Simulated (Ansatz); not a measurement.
The cluster Cd₃Te₃, relaxed as a singlet with RKS PBE-D4/def2-SVP in Ansatz, starting from the GFN1-xTB geometry. Force threshold 0.02 eV/Å.

In the def2 sets Cd, Te take a core potential; there is no spin–orbit coupling. The structure comes from a short search, and lower isomers may exist.

Start:

```csv
atom,x (Å),y (Å),z (Å)
Cd1,1.550,-0.950,-0.803
Cd2,-1.054,-0.402,1.340
Cd3,0.302,2.164,1.180
Te4,1.231,-2.000,1.684
Te5,-2.174,0.140,-1.199
Te6,0.145,1.048,-2.203
```

(1) Estimate the energy that the relaxation releases and the steps that it takes.

(2) Does the start keep its bonding and symmetry?

(3) Predict the relaxed structure.

## Answers

(1) 17.0 kJ/mol, in 8 steps; 24 s on 2 threads of AMD EPYC 7R13 on a shared host and a share (18 GiB) of an NVIDIA H100 80GB HBM3. No frequencies were taken in this run, so the end may be a saddle point.

(2) By distances, no bond broke or formed. The bond that changes most is Cd2–Cd3, from 2.91 to 3.08 Å (atoms count from 1). The end is the same structure that another start reached.

(3) 
```xyz
6

Cd    1.423   -0.995   -0.772
Cd   -0.904   -0.455    1.213
Cd    0.211    2.420    1.254
Te    1.249   -2.107    1.673
Te   -2.209    0.149   -1.154
Te    0.230    0.987   -2.213
```
Bond lengths (bridged metal pairs left out): 4 × Cd–Te 2.69 to 2.77 Å; 1 × Cd–Cd 3.08 Å; 1 × Te–Te 2.79 Å.
